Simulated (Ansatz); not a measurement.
```yaml
crystal:
  periodic: [false, false, false]
  atoms:
    - {symbol: F, position_ang: [1.168664, -0.975048, 1.820022]}
    - {symbol: B, position_ang: [1.119577, -0.003612, 0.921254]}
    - {symbol: Br, position_ang: [0.856707, -0.834558, -1.042719]}
    - {symbol: B, position_ang: [-1.119862, -0.000394, -0.917966]}
    - {symbol: F, position_ang: [-1.287843, 0.912175, -1.862186]}
    - {symbol: Br, position_ang: [-0.802905, 0.954021, 0.981253]}
    - {symbol: H, position_ang: [1.953491, 0.840655, 0.859172]}
    - {symbol: H, position_ang: [-1.887830, -0.893240, -0.758840]}
basis:
  gaussian: {orbitals: cc-pVTZ-PP}
magnetization: {spin_polarized: true, initial_magnetization: 0}
hamiltonian: {xc: {name: B3LYP5}, pseudopotentials: {relativity: none}}
scf: {lower_state_search: light}
output: {forces: true}
```

```sh
$ ansatz run in.yaml --threads 8 --pin off --events-out ev --progress --plain --max-ram 18278MiB
```

Output, abridged:

```
Functional definition: B3LYP5
Error: <dir> the basis set cc-pVTZ-PP has no functions for F
```

Q: What is wrong with this run?

A: The basis set is misnamed or doesn't suit the job. The input was rejected before any iteration.

B3LYP here is the variant with VWN-RPA as its local correlation; programs differ in this.
